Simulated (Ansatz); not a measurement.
Reaction (formal exchange of groups at the Si–O bond): `C[Si](O)(O)F` + `[CH3][AlH][OH]` → `C[Si](O)(F)[AlH][OH]` + CH₃OH

Calculated with Ansatz (gas phase, PBE0-D4/def2-TZVP geometries, no zero-point term in ΔE). CBS: MP2 limit from def2 TZ/QZ plus the TZ coupled-cluster correction, frozen cores. This one scheme is used for every species. DFT in def2-TZVPP. One conformer a species, not always the lowest.

`C[Si](O)(O)F`:

Z-matrix (Å, degrees):
```
C
Si 1 1.839
H 1 1.092 2 111.0
H 1 1.092 2 110.5 3 -120.0
H 1 1.092 2 110.5 3 120.2
O 2 1.625 1 108.4 3 176.6
O 2 1.636 1 114.9 3 -62.5
F 2 1.601 1 108.4 3 56.5
H 6 0.958 2 117.8 1 164.8
H 7 0.958 2 118.0 1 88.4
```

`[CH3][AlH][OH]`:

Z-matrix (Å, degrees):
```
C
Al 1 1.941
H 1 1.092 2 111.9
H 1 1.095 2 111.0 3 120.7
H 1 1.095 2 111.2 3 -121.1
O 2 1.701 1 117.6 3 -3.3
H 2 1.589 1 124.2 3 176.8
H 6 0.956 2 122.5 1 -179.8
```

`C[Si](O)(F)[AlH][OH]`:

Cartesian coordinates in Å:
```
C -1.373 0.983 0.921
Si -0.171 -0.332 0.378
O -0.958 -1.746 0.065
F 0.808 -0.563 1.645
Al 1.236 0.072 -1.614
O 2.907 -0.206 -1.490
H -0.851 1.909 1.176
H -1.927 0.660 1.809
H -2.093 1.204 0.130
H -1.623 -2.050 0.686
H 0.729 0.584 -3.023
H 3.315 -0.513 -0.681
```

CH₃OH:

Cartesian coordinates in Å:
```
C 0.104 -0.339 0.027
O -0.083 0.996 0.435
H 0.604 -0.857 0.847
H 0.740 -0.419 -0.864
H -0.844 -0.853 -0.172
H -0.521 1.473 -0.273
```

CCSD(T)/CBS gives +58.2 kcal/mol.

Question: Another level gave +58.7 kcal/mol. Which?
A. MP2/def2-TZVPP
B. PBE0/def2-TZVPP
C. PBE/def2-TZVPP
D. r2SCAN-D4/def2-TZVPP

Answer: D. r2SCAN-D4 58.7, PBE0 54.4, PBE 51.8, MP2/def2-TZVPP 61.1 kcal/mol.

Largest T1 diagnostic among the species: 0.013.

From PBE to PBE0 (25 % exact exchange), in def2-TZVPP and without D4, ΔE moves by +2.6 kcal/mol.
